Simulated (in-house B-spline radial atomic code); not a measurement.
Successive ionisation energies of gold; each step leads to the configuration of the next row (after the last: [Ar] 3d10 4s1). NIST's values go from ground level to ground level; the uncertainty of those that are theory runs from under 0.1 % in few-electron ions to several per cent in heavy many-electron ones. Computed with a B-spline radial code for spherical atoms: non-relativistic Hartree-Fock, average of the configuration, point nuclei.

This level leaves out relativity, spin-orbit splitting included, which matters for heavy ions.

| ion | configuration | ionisation energy (eV) | tabulated value (eV) | tabulated kind | computed minus tabulated (eV) | highest orbital | largest mean radius (bohr) |
| --- | --- | --- | --- | --- | --- | --- | --- |
| Au43+ | [Ar] 3d10 4s2 4p6 | 2233.3 | 2261 | tabulated theory | -27.7 | 4p | 0.3954 |
| Au44+ | [Ar] 3d10 4s2 4p5 | ? | ? | tabulated theory | ? | ? | ? |
| Au45+ | [Ar] 3d10 4s2 4p4 | 2350.9 | 2383 | tabulated theory | -32.1 | 4p | 0.39219 |
| Au46+ | [Ar] 3d10 4s2 4p3 | ? | ? | tabulated theory | ? | ? | ? |
| Au47+ | [Ar] 3d10 4s2 4p2 | 2470.2 | 2640 | tabulated theory | -169.8 | 4p | 0.38904 |
| Au48+ | [Ar] 3d10 4s2 4p1 | 2530.5 | 2708 | tabulated theory | -177.5 | 4p | 0.38749 |
| Au49+ | [Ar] 3d10 4s2 | 2673.7 | 2870 | tabulated theory | -196.3 | 4s | 0.38596 |

(1) Fill in the row of Au44+.

(2) Fill in the row of Au46+.

Answers

(1) ionisation energy (eV): 2291.9; tabulated value (eV): 2320; computed minus tabulated (eV): -28.1; highest orbital: 4p; largest mean radius (bohr): 0.39379.

(2) ionisation energy (eV): 2410.3; tabulated value (eV): 2443; computed minus tabulated (eV): -32.7; highest orbital: 4p; largest mean radius (bohr): 0.39061.
